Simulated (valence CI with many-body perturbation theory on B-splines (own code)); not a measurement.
Se¹⁸⁺: calculated level list

Level of theory: valence CI with perturbative core correlation (CI+MBPT): six valence electrons over a frozen Dirac-Fock core [Ne], a basis of 9 s, 9 p, 8 d, 6 f, 3 g, 1 h functions for each j, with the one-electron correlation potential Σ1 (screened to all orders), the two-electron term Σ2, the three-electron term Σ3, Breit, model QED; selected single and double excitations, second order for the rest, scaled by the run's own slope (own B-spline code, finite nucleus).

No measured spectrum was set against this ion. As an estimate, levels of excited configurations hold to 0.05 to 0.15 % of their energy, terms of the ground configuration to about 0.5 %. Among the levels kept, up to 1500 cm⁻¹ of a level comes from second order outside the variational space, and about a tenth of that is noise between levels of different J, which matters for small intervals.

Levels 1 to 39 of 39, with energies above the lowest level, 3s²3p⁴ ³P_2. "Leading %" is the weight of the configuration and term that name the level; weights of strongly mixed levels are sums over their largest components and can fall short. In the jj column 3d3/2^4 stands for four electrons in 3d with j = 3/2. Lifetimes count E1, E2, E3, M1 and M2 decay at the calculated energies, and are blank where another channel may lead or the interval is too uncertain; long ones can be off by a factor of two.

```
No.  Configuration  Term  J  E (eV)  Leading %  Lifetime                       Leading jj
  1         3s²3p⁴    ³P  2    0.00         84                3s^2 3p1/2^2 3p3/2^2 (92 %)
  2         3s²3p⁴    ³P  0    5.02         70    2.05 s      3s^2 3p1/2^2 3p3/2^2 (82 %)
  3         3s²3p⁴    ³P  1    7.17         97    261 μs        3s^2 3p1/2 3p3/2^3 (97 %)
  4         3s²3p⁴    ¹D  2   11.42         84    260 μs        3s^2 3p1/2 3p3/2^3 (92 %)
  5         3s²3p⁴    ¹S  0   22.50         69   34.6 μs              3s^2 3p3/2^4 (82 %)
  6          3s3p⁵   ³P°  2   60.61         80    138 ps        3s 3p1/2^2 3p3/2^3 (80 %)
  7          3s3p⁵   ³P°  1   64.67         71    111 ps        3s 3p1/2^2 3p3/2^3 (46 %)
  8          3s3p⁵   ³P°  0   68.44         77    129 ps          3s 3p1/2 3p3/2^4 (77 %)
  9          3s3p⁵   ¹P°  1   77.50         48   59.8 ps          3s 3p1/2 3p3/2^4 (40 %)
 10       3s²3p³3d   ⁵D°  2   78.80         71   1.43 ns  3s^2 3p1/2^2 3p3/2 3d3/2 (60 %)
 11       3s²3p³3d   ⁵D°  3   78.88         73   3.53 ns  3s^2 3p1/2^2 3p3/2 3d3/2 (37 %)
 12       3s²3p³3d   ⁵D°  0   78.95         86    822 ps  3s^2 3p1/2^2 3p3/2 3d3/2 (51 %)
 13       3s²3p³3d   ⁵D°  1   79.23         89    457 ps  3s^2 3p1/2 3p3/2^2 3d3/2 (47 %)
 14       3s²3p³3d   ⁵D°  4   79.93         84   4.64 ms  3s^2 3p1/2^2 3p3/2 3d5/2 (54 %)
 15       3s²3p³3d   ³D°  2   82.47         35    943 ps  3s^2 3p1/2^2 3p3/2 3d5/2 (53 %)
 16       3s²3p³3d   ³D°  3   85.67         52   14.7 ns  3s^2 3p1/2 3p3/2^2 3d5/2 (73 %)
 17       3s²3p³3d   ³D°  1   86.21         93   1.79 ns  3s^2 3p1/2 3p3/2^2 3d3/2 (40 %)
 18       3s²3p³3d   ³F°  2   86.67         53   1.50 ns  3s^2 3p1/2 3p3/2^2 3d3/2 (78 %)
 19       3s²3p³3d   ¹S°  0   87.26         84   11.6 ns  3s^2 3p1/2 3p3/2^2 3d5/2 (38 %)
 20       3s²3p³3d   ³F°  3   87.77         60   4.59 ns  3s^2 3p1/2 3p3/2^2 3d3/2 (70 %)
 21       3s²3p³3d   ³F°  4   89.54         60            3s^2 3p1/2 3p3/2^2 3d5/2 (60 %)
 22       3s²3p³3d   ³G°  3   90.30         65    486 ps  3s^2 3p1/2^2 3p3/2 3d3/2 (28 %)
 23       3s²3p³3d   ³F°  4   91.96         54            3s^2 3p1/2 3p3/2^2 3d5/2 (66 %)
 24       3s²3p³3d   ¹G°  4   93.52         74            3s^2 3p1/2 3p3/2^2 3d3/2 (73 %)
 25       3s²3p³3d   ³G°  5   93.63         98            3s^2 3p1/2 3p3/2^2 3d5/2 (98 %)
 26       3s²3p³3d   ³D°  1   95.44         90    109 ps  3s^2 3p1/2 3p3/2^2 3d3/2 (32 %)
 27       3s²3p³3d   ¹D°  2   95.79         55    211 ps  3s^2 3p1/2 3p3/2^2 3d3/2 (62 %)
 28       3s²3p³3d   ³P°  0   98.06         80    664 ps  3s^2 3p1/2 3p3/2^2 3d5/2 (35 %)
 29       3s²3p³3d   ³P°  1   98.27         74   48.9 ps  3s^2 3p1/2 3p3/2^2 3d5/2 (25 %)
 30       3s²3p³3d   ³D°  2   99.77         73    539 ps  3s^2 3p1/2 3p3/2^2 3d5/2 (73 %)
 31       3s²3p³3d   ³F°  3  100.51         74    195 ps  3s^2 3p1/2 3p3/2^2 3d5/2 (49 %)
 32       3s²3p³3d   ³F°  2  100.92         65   55.8 ps  3s^2 3p1/2 3p3/2^2 3d5/2 (34 %)
 33       3s²3p³3d   ³D°  3  102.88         64    165 ps  3s^2 3p1/2 3p3/2^2 3d5/2 (66 %)
 34       3s²3p³3d   ³F°  4  103.42         65   63.3 μs        3s^2 3p3/2^3 3d5/2 (80 %)
 35       3s²3p³3d   ³P°  2  103.63         57   13.5 ps        3s^2 3p3/2^3 3d5/2 (50 %)
 36       3s²3p³3d   ³P°  1  106.53         42   5.19 ps  3s^2 3p1/2 3p3/2^2 3d3/2 (75 %)
 37       3s²3p³3d   ³P°  2  107.17         77   8.14 ps  3s^2 3p1/2 3p3/2^2 3d3/2 (38 %)
 38       3s²3p³3d   ³S°  1  107.96         59   6.22 ps  3s^2 3p1/2 3p3/2^2 3d5/2 (63 %)
 39       3s²3p³3d   ³D°  3  108.81         68   6.52 ps  3s^2 3p1/2^2 3p3/2 3d5/2 (39 %)
```

Names give the largest LS component (configuration and term), which can be under half, so a name can repeat, a term be missing and a line seem to break the LS rules; names also repeat where a configuration has a term twice.

The ionisation energy to 3s²3p³ ⁴S°3/2 of the next ion comes out as 740.84 eV (NIST: 739.8 ± 1.1 eV (semi-empirical)). All 39 levels together are meant to be complete up to 110.76 eV.
